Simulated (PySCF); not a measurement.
Work out the structure from these simulated measurements.

Elements present: C, H, O and Si. Monoisotopic mass: 138.0137 u.

* Dipole: 1.57 D [wB97X-D/def2-SVPD]
* NMR, other nuclei: isotropic shieldings of nuclei other than C and H, by class: -303 (1 O), -93 (1 O), 409 (1 Si) ppm [GIAO PBE0/pcSseg-1]
* 13C NMR: chemical shifts (computed TMS as zero) by class: 208.1 (1 C), 185.3 (1 C), 85.8 (1 C), 79.0 (1 C), 59.3 (1 C), 8.5 (1 C) ppm [GIAO PBE0/pcSseg-1]
* Rotational structure: rotational constants A, B, C: 1.411, 1.314, 0.843 GHz [GFN2-xTB]
* Triplet: lowest triplet excitation (Tamm–Dancoff): 3.36 eV [TDA wB97X-D/def2-SVPD]
* UV, first state: lowest singlet excitation: 3.64 eV (340 nm, f = 0.001) [TDDFT wB97X-D/def2-SVPD]

Gas-phase values; electronic properties from PySCF, density fitting. Levels stand in brackets. The structure is a single GFN2-xTB conformer in the gas phase; no vibrational or solvent corrections. Each NMR value is the plain mean over a class of atoms that symmetry, rotation or inversion makes alike.

Problem. Which formula fits the mass and the elements?

Solution. C6H6O2Si (calculated 138.0137). No other formula that holds each of these elements comes within 0.0003 u with a fitting electron parity and a possible valence count.

Problem. Give a SMILES that accounts for the data.

Solution. Numbering: `[CH:1]#[C:2][C@@H:3]([SiH3:4])[C:5](=[C:6]=[O:7])[CH:8]=[O:9]`. Its formula, C6H6O2Si, gives 5 degrees of unsaturation: 0 rings and 5 π bonds in the structure found. 6 carbons fall into 6 classes; from least to most shielded: central carbon of a ketene [C6] (208.1 ppm), aldehyde carbon [C8] (185.3 ppm), alkyne carbon [C2] (85.8 ppm), terminal alkyne carbon [C1] (79.0 ppm), outer carbon of cumulated double bonds [C5] (59.3 ppm), sp3 carbon bound to silicon [C3] (8.5 ppm). The other shieldings belong to: -303 ppm, aldehyde oxygen [O9]; -93 ppm, oxygen bonded to C [O7]; 409 ppm, SiH3 silicon [Si4]. The optimised geometry has point group C1 and is an asymmetric top. Structure: `C#C[C@@H]([SiH3])C(=C=O)C=O`. Computed isomers that give other values at the same levels: `C#C[C@@H]1C(=O)[SiH2][C@@H]1C=O` (13C chemical shifts (computed TMS as zero) by class: 226.2 (1 C), 205.7 (1 C), 91.3 (1 C), 78.5 (1 C), 57.5 (1 C), 37.0 (1 C) ppm). The assignments are read from this structure; whether some other isomer fits the data as well wasn't checked. The mirror image fits equally.

Shape of the structure used: `[CH:1]#[C:2][C@@H:3]([SiH3:4])[C:5](=[C:6]=[O:7])[CH:8]=[O:9]`: C2–C3–C5–C6 -21°, C3–C5–C8–O9 1°.
